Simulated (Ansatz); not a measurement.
Ansatz (an electronic-structure program) input (RI-MP2/def2-TZVPPD):
A basis named .json is the Basis Set Exchange file of that set.

Ansatz 0.2 input:
```yaml
crystal:
  periodic: [false, false, false]
  atoms:
    - {symbol: Zr, position_ang: [-0.12901265, -0.34696664, -0.23068735]}
    - {symbol: Cl, position_ang: [2.12053874, -0.09767538, -0.39218908]}
    - {symbol: Cl, position_ang: [-0.68304698, -0.61470228, 1.95336255]}
    - {symbol: Cl, position_ang: [-1.13393259, 1.52876977, -1.01837969]}
basis:
  gaussian:
    orbitals: def2-TZVPPD.json
    fitting: {mean_field: def2-universal-jkfit, correlation: def2-TZVPPD-RIFIT.json}
total_charge: 1
magnetization: {spin_polarized: false}
correlation: {method: mp2, electrons: outside_noble_gas}
```

Output:

```
Functional definition: HF
integrals: 0.22 GiB planned
639 factors; integrals over basis functions are off by at most 1.4e0 eV
mean field: 0.82 GiB planned
mean field evaluation 1: about -38772.1202 eV, gradient 4.0e1 eV
mean field evaluation 2: about -38773.2438 eV, gradient 4.0e1 eV
mean field evaluation 4: about -38776.9355 eV, gradient 1.2e0 eV
mean field evaluation 8: about -38776.9427 eV, gradient 2.1e-6 eV
mean field -38776.94271925 eV, -1425.0263609765 hartree, gradient 2.1e-6 eV, S^2 0.000000; 0 other end points of the search recorded, 0 dependent functions left out
19 core orbitals not correlated
593 factors; their error is unknown
reference -38776.94271925 eV, -1425.0263609765 hartree; 12, 12 occupied and 178, 178 virtual orbitals, 593 factors
second order -18.19801636 eV of doubles, -0.00000000 eV of singles
Total energy: -38795.14073560 eV, -1425.6951257425 hartree
```

The spin state was set by rule; other spins were not relaxed.
